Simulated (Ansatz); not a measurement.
`[BH2][Zn][F]` + CH₃SH → `C[S][Zn][F]` + BH₃ at 298.15 K and 1 bar (cleavage of the Zn–B bond).

Program: Ansatz. Geometries: PBE0-D4/def2-TZVP. ΔE: electronic, gas phase. CCSD(T)/CBS is the MP2 limit (def2-TZVPP, def2-QZVPP) plus CCSD(T) − MP2 in def2-TZVPP, frozen cores. This one scheme is used for every species. For Zn outer-core shells are correlated without core-valence functions, which leaves a few kJ/mol of doubt a bond. Scalar relativity is left out up to krypton. Each species was taken in one conformer, which may not be the lowest.

| species | CCSD(T)/CBS energy (Eh) | H − E (kJ/mol) | S (J/(mol·K)) |
| --- | --- | --- | --- |
| `[BH2][Zn][F]` | -1904.16040 | 70.6 | 282.2 |
| CH₃SH | -438.22835 | 133.0 | 253.2 |
| `C[S][Zn][F]` | -2315.86770 | 126.2 | 337.1 |
| BH₃ | -26.55200 | 78.7 | 188.3 |

H − E and S are ideal-gas, rigid-rotor, harmonic terms from PBE0-D4/def2-TZVP, for one conformer and one mirror image of each species. 1 Eh = 2625.50 kJ/mol, R = 8.31446 J/(mol·K).

Q: By hand: ΔE, ΔH, ΔS and ΔG.

A: ΔE = (-2315.86770) + (-26.55200) − (-1904.16040) − (-438.22835) = -0.03095 Eh = -81.3 kJ/mol. Δ(H − E) = 126.2 + 78.7 − 70.6 − 133.0 = 1.3, so ΔH = -80.0 kJ/mol. ΔS = 337.1 + 188.3 − 282.2 − 253.2 = -10.0 J/(mol·K). ΔG = -80.0 − 298.15 × (-10.0)/1000 = -77.0 kJ/mol.

Q: By hand: the equilibrium constant, and the temperature at which ΔG would vanish if ΔH and ΔS stayed fixed.

A: log₁₀ K = −ΔG/(RT ln 10) = 13.5. ΔG = 0 at ΔH/ΔS = 8000 K, far beyond where these terms or the molecules hold.

The number of gas molecules stays the same, so ΔS is small and ΔH decides. A doubt of 5 kJ/mol in ΔE shifts log₁₀ K by 0.9 here. Other conformers and mirror images would add mixing entropy, several J/(mol·K) or more a flexible species. These are equilibria of isolated gas molecules and say nothing of rates. Largest T1 diagnostic: 0.016 (customary marks: 0.02 for closed shells, 0.045 for open ones).
